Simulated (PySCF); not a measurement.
## Excitation energy of Fe⁺ by level of theory

Fe⁺ [Ar] 3d6 4s1 (6D) → Fe⁺ [Ar] 3d7 (4F), as a difference of total energies. Computed with PySCF 2.14 in dyall-av2z, with the non-relativistic Hamiltonian (point nucleus). Correlated levels: valence: [Ar] frozen; virtual orbitals above 40 to 60 times the deepest correlated orbital energy dropped. The calculations carry no spin-orbit coupling.

```csv
method,excitation energy (cm⁻¹)
UHF,13055
LDA,-2111.2
PBE,-2072.6
PBE0,228.88
r2SCAN,680.81
r2SCAN0,2223.8
revPBE,-2295.3
PBEsol,-1651.5
M06,-198.10
MP2 (valence),778.36
SCS-MP2 (valence),-1273.9
```

These non-relativistic numbers lack the scalar-relativistic shift.

Errors of the correlated levels include the incompleteness of this basis and the frozen core.

For comparison: 2000.3 cm⁻¹ (measured; NIST levels, between the centres of gravity of the two terms).
